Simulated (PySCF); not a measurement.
# Ionising SiHg

r²SCAN; Si def2-SVPD, Hg def2-SVPD with ECP60; scalar-relativistic core potentials (PySCF 2.14). Neutral (UKS): triplet (π ↑↑), Re = 2.544 Å, ωe = 216 cm⁻¹, De = 0.70 eV, HOMO -4.64 eV, LUMO -3.44 eV.

SiHg⁺ (UKS): doublet (π ↑), Re = 2.590 Å, ωe = 220 cm⁻¹, De = 1.58 eV to Si⁺ + Hg. The energies at the minima are -442.85116 hartree for SiHg and -442.57678 for SiHg⁺.

Q: Work out the adiabatic ionisation energy, without and with harmonic zero-point energies (1 hartree = 27.2114 eV, 1 eV = 8065.5 cm⁻¹), and the change of the bond length.

A: At r²SCAN: 0.27438 hartree = 7.466 eV between the minima; the zero-point term (220.0 − 216.0)/2 cm⁻¹ = +0.000 eV makes it 7.467 eV. Re changes by +4.6 pm against the neutral. The electron leaves a π orbital, and the longer bond of the ion fits a bonding orbital, or a change in how ionic the bond is.

SiHg⁻ (UKS): quartet (σ ↑, π ↑↑), Re = 2.749 Å, ωe = 145 cm⁻¹. The energies at the minima are -442.85116 hartree for SiHg and -442.89490 for SiHg⁻.

Q: Work out the adiabatic electron affinity, without and with harmonic zero-point energies (1 hartree = 27.2114 eV, 1 eV = 8065.5 cm⁻¹), and the change of the bond length.

A: At r²SCAN: 0.04374 hartree = 1.190 eV between the minima; the zero-point term (216.0 − 145.0)/2 cm⁻¹ = +0.004 eV makes it 1.195 eV. Re changes by +20.5 pm against the neutral. The electron enters a σ orbital, and the longer bond of the ion fits an antibonding orbital, or a change in how ionic the bond is.

Spin–orbit coupling is left out, which matters for elements this heavy, above all for dissociation energies. For an ion De counts to the pair picked by the measured ionisation energies or electron affinities, which need not be the lowest pair at this level. The highest Kohn–Sham level is positive in this anion. Much of that is self-interaction error, but it also means that the finite basis helps to hold the extra electron. States were picked by a PBE0 search and need not be the measured ground states.
